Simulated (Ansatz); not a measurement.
Cost and result for the atomization energy of `ClC1(Cl)C[SiH2]1` (9 atoms, 9 bonds).

```xyz
9

Cl    1.865   -1.423   -0.140
C     0.726   -0.207    0.423
Cl    1.279    0.627    1.869
C     0.154    0.699   -0.669
Si   -1.097   -0.429    0.119
H     0.145    1.757   -0.429
H     0.506    0.486   -1.673
H    -1.540   -1.632   -0.611
H    -2.039    0.123    1.111
```

The species carries charge 0 and has multiplicity 1. The geometry is a stationary point of PBE0-D4/def2-TZVP. Program: Ansatz. All runs use 4 threads of an Arm Neoverse V1 on a shared host. Times are those of one run each, without the atoms' runs, and a repeat can differ threefold. Electronic energies, without spin–orbit coupling; frozen cores. CCSD(T)/CBS adds CCSD(T) − MP2 in def2-TZVPP to the MP2 limit, and its time is that of the two runs behind it. T1 = 0.011. B3LYP takes the VWN-RPA correlation (the form of Gaussian; ORCA's B3LYP/G).

CCSD(T)/CBS is a level of theory with its own doubt, some kJ/mol a heavy atom from the limit and from the frozen cores, so smaller differences don't rank the functionals.

```tsv
level	functions	wall time
PBE-D4/def2-TZVPP (with forces)	244	2.6 s
PBE0-D4/def2-TZVPP	244	3.5 s
r2SCAN-D4/def2-TZVPP (with forces)	244	5.5 s
B3LYP-D4/def2-TZVPP (with forces)	244	5.5 s
B2PLYP/def2-TZVPP	244	6 s
ωB97X-V/def2-TZVPP	244	8.5 s
ωB97M-V/def2-TZVPP (with forces)	244	12 s
MP2/def2-QZVPP	444	19 s
CCSD(T)/def2-TZVPP	244	110 s
CCSD(T)/CBS(def2)	–	2.2 min
```

(1) What atomization energy does each give, and how far from CCSD(T)/CBS? (Best estimate.)

Answers

(1) The calculation gave: 
```json
{"level": "PBE-D4/def2-TZVPP (with forces)", "atomization (kJ/mol)": "3095.1", "difference from CCSD(T)/CBS": "87.9", "per bond": "9.8"}
{"level": "PBE0-D4/def2-TZVPP", "atomization (kJ/mol)": "3040.3", "difference from CCSD(T)/CBS": "33.1", "per bond": "3.7"}
{"level": "r2SCAN-D4/def2-TZVPP (with forces)", "atomization (kJ/mol)": "3032.1", "difference from CCSD(T)/CBS": "24.9", "per bond": "2.8"}
{"level": "B3LYP-D4/def2-TZVPP (with forces)", "atomization (kJ/mol)": "2987.1", "difference from CCSD(T)/CBS": "-20.1", "per bond": "-2.2"}
{"level": "B2PLYP/def2-TZVPP", "atomization (kJ/mol)": "2954.7", "difference from CCSD(T)/CBS": "-52.5", "per bond": "-5.8"}
{"level": "ωB97X-V/def2-TZVPP", "atomization (kJ/mol)": "3027.2", "difference from CCSD(T)/CBS": "20.0", "per bond": "2.2"}
{"level": "ωB97M-V/def2-TZVPP (with forces)", "atomization (kJ/mol)": "3026.7", "difference from CCSD(T)/CBS": "19.5", "per bond": "2.2"}
{"level": "MP2/def2-QZVPP", "atomization (kJ/mol)": "3045.2", "difference from CCSD(T)/CBS": "38.0", "per bond": "4.2"}
{"level": "CCSD(T)/def2-TZVPP", "atomization (kJ/mol)": "2913.3", "difference from CCSD(T)/CBS": "-93.9", "per bond": "-10.4"}
{"level": "CCSD(T)/CBS(def2)", "atomization (kJ/mol)": "3007.2", "difference from CCSD(T)/CBS": "0.0", "per bond": "0.0"}
```

In def2-TZVPP, CCSD(T) changes the Hartree–Fock value by +791.0 kJ/mol (the triples alone add +61.8 kJ/mol) and MP2 by +867.4 kJ/mol; breaking electron pairs costs correlation energy, which Hartree–Fock lacks. The D4 term adds +43.5 kJ/mol with B3LYP and +22.4 kJ/mol with PBE0; it sums over pairs of atoms, weighted by their polarisabilities, and B3LYP, whose exchange is more repulsive, gets the larger term. From PBE to PBE0 (25 % exact exchange), in def2-TZVPP and without D4, the atomization energy moves by −50.6 kJ/mol: exact exchange takes away binding that semilocal exchange gives to molecules.
